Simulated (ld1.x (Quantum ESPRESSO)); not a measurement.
# rhodium (Rh): one change to an RRKJ potential, before and after

```json
{"Element": "Rh", "Generator": "ld1.x (Quantum ESPRESSO) 7.5", "Type": "norm-conserving RRKJ (Kleinman–Bylander form)", "Functional": "PBEsol", "Relativity": "scalar-relativistic", "Frozen core": "[Kr]", "Valence charge": "9", "Reference configuration": "4d8 5s0 5p1", "Partial waves": "5p (bound): rc 3.40 bohr; 4d (bound): rc 1.60 bohr; 4f channel at -0.15 Ry: rc 3.40 bohr; 5s (bound, empty): rc 1.90 bohr", "Local potential": "the s channel", "Core correction": "a·sin(br)/r model core inside 1.55 bohr"}
```

All-electron outer shells of the reference configuration (PBEsol, scalar-relativistic, ld1.x):

```tsv
shell	level (eV)	outermost node (bohr)	outermost maximum (bohr)
4s	-84.19	0.47	0.88
4p	-52.15	0.47	0.94
4d	-7.66	0.46	1.15
5s	-5.50	1.19	2.57
5p	-1.70	1.35	3.69
```

Change: wave 4d (bound): rc 1.60 bohr becomes 4d (bound): rc 1.82 bohr.

Cutoffs: the cutoffs (Ry, on a coarse ladder) from which the occupation-weighted sum of valence levels, in a spherical-Bessel basis at the reference potential, stays within 10 and 1 mRy of its value at 400 Ry; they do not see the model core or the augmentation charge, which bear on the density cutoff. Errors are all-electron minus pseudo energies relative to the spin-unpolarised reference configuration.

Task: How do hardness, ghosts and transferability respond?

Result: The potential gets softer (50 Ry and 60 Ry → 45 Ry and 50 Ry); the errors of the 7 common tests hardly move; neither file shows a bound ghost. A larger radius leaves more room for a smooth pseudo-wave, so fewer plane waves are needed.

```csv
quantity,base,changed
"cutoff, loose",50 Ry,45 Ry
"cutoff, tight",60 Ry,50 Ry
loose cutoff by channel (10 mRy a level),"p 6 Ry, d 45 Ry","p 6 Ry, d 40 Ry"
bound ghosts,none,none
"error for 4d8 5s1 5p0, meV [ΔE -3.66 eV]",-0.7,-0.6
"error for 4d8 5s0 5p0, meV [ΔE 3.80 eV]",-5.3,-5.1
"error for 4d7 5s0 5p0, meV [ΔE 23.31 eV]",-90,-89
"error for 4d8 5s0.5 5p0, meV [ΔE -0.74 eV]",-1.7,-1.7
"error for 4d6 5s0 5p0, meV [ΔE 55.80 eV]",-572,-553
"error for 4d7 5s1 5p1, meV [ΔE 2.98 eV]",-104,-98
"error for 4d9 5s0 5p0, meV [ΔE -4.58 eV]",-79,-78
s: phases at 3.71 bohr within 0.05 rad from the reference energy up to (Ry; the scan ends near 5),0.8,0.8
p: phases at 3.71 bohr within 0.05 rad from the reference energy up to (Ry; the scan ends near 5),2.2,2.2
d: phases at 3.71 bohr within 0.05 rad from the reference energy up to (Ry; the scan ends near 5),0.5,0.5
f: phases at 3.71 bohr within 0.05 rad from the reference energy up to (Ry; the scan ends near 5),1.0,1.0
```
